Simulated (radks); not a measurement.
Q: The table gives one normalised radial function P(r) = r R(r) (large component) of Eu+ in [Xe] 4f4 6s2 6p2 (r in bohr). Calculated with a radial shooting solver on a logarithmic mesh with Libxc functionals: Dirac Kohn-Sham, BLYP, spin-unpolarised, spherical densities, point nucleus; open shells fill j = l - 1/2 first.

r	P
0.0009298	0.0000
0.00126	0.0000
0.001721	0.0000
0.002333	0.0000
0.003162	0.0000
0.004285	0.0000
0.005854	0.0000
0.007934	0.0000
0.01075	0.0000
0.01457	0.0001
0.01991	0.0004
0.02698	0.0012
0.03657	0.0034
0.04956	0.0093
0.06771	0.0251
0.09176	0.0614
0.1244	0.1381
0.1685	0.2806
0.2303	0.5114
0.3121	0.7931
0.4229	1.0432
0.5732	1.1407
0.783	1.0200
1.061	0.7493
1.438	0.4440
1.949	0.2024
2.663	0.0646
3.609	0.0140
4.891	0.0017
6.629	0.0001
9.056	0.0000
12.27	0.0000

Which n and l does it have? It may be an empty orbital.

A: n = 4, l = 3: the number of nodes gives n - l - 1 = 0, the rise at small r points to l (for j = l - 1/2 the large component starts as r^gamma with gamma = sqrt(l^2 - (Z/c)^2) = 2.96 and the r^(l+1) term takes over further out; the orbital of l - 1 with the same j starts with the same power, but with a larger coefficient, and does not steepen), and the extent must fit the shell. The curve is that of 4f5/2; the two j differ most near the nucleus, where j = l - 1/2 has the larger amplitude, and in heavy atoms j = l - 1/2 is also the more compact. 4f5/2: eigenvalue -39.156 eV, 0 radial nodes, <r> = 0.785 bohr, 90 % of the charge inside 1.29 bohr.
